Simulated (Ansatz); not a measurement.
C2H6Ga (SMILES [CH3][Ga][CH3]), doublet, geometry from GFN2-xTB (such geometries of metal compounds can be far from the true shape) (the spin is typed, not shown lowest); PBE0/6-311G** in Ansatz (a quantum-chemistry and plane-wave program).

The Ansatz input:
Ansatz 0.2 input:
```yaml
crystal:
  periodic: [false, false, false]
  atoms:
    - {symbol: Ga, position_ang: [0.28426959, -0.04626283, 0.33754938]}
    - {symbol: C, position_ang: [0.96573546, 0.27129310, -1.68607889]}
    - {symbol: H, position_ang: [2.04996237, 0.20266690, -1.78764556]}
    - {symbol: H, position_ang: [0.64498740, 1.26038281, -2.02047806]}
    - {symbol: H, position_ang: [0.50453663, -0.47852729, -2.33264092]}
    - {symbol: C, position_ang: [-1.85268417, -0.12694858, 0.63289206]}
    - {symbol: H, position_ang: [-2.25329988, -0.99864153, 0.11072444]}
    - {symbol: H, position_ang: [-2.30010891, 0.77074376, 0.20052996]}
    - {symbol: H, position_ang: [-2.13674271, -0.18854403, 1.68460024]}
basis:
  gaussian:
    orbitals: 6-311G__.json
hamiltonian:
  xc: pbe0
magnetization: {spin_polarized: true, initial_magnetization: 1}
```
The basis file holds 6-311G** in the JSON format of the Basis Set Exchange.

The log (banner, timings and long lists left out):

```
Functional definition: PBE0
1019 factors; their error is unknown
mean field evaluation 1: about -54526.6938 eV, gradient 5.0e1 eV
mean field evaluation 2: about -54516.7934 eV, gradient 6.4e1 eV
mean field evaluation 4: about -54538.4392 eV, gradient 4.4e0 eV
mean field evaluation 8: about -54538.4763 eV, gradient 2.0e-2 eV
mean field evaluation 16: about -54538.5861 eV, gradient 1.0e-4 eV
mean field -54538.58614699 eV, -2004.2560733203 hartree, gradient 6.8e-6 eV, S^2 0.753666; 0 other end points of the search recorded, 0 dependent functions left out
reference -54538.58618574 eV, -2004.2560747445 hartree; 25, 24 occupied and 91, 92 virtual orbitals, 1019 factors
Total energy: -54538.58618574 eV, -2004.2560747445 hartree
```
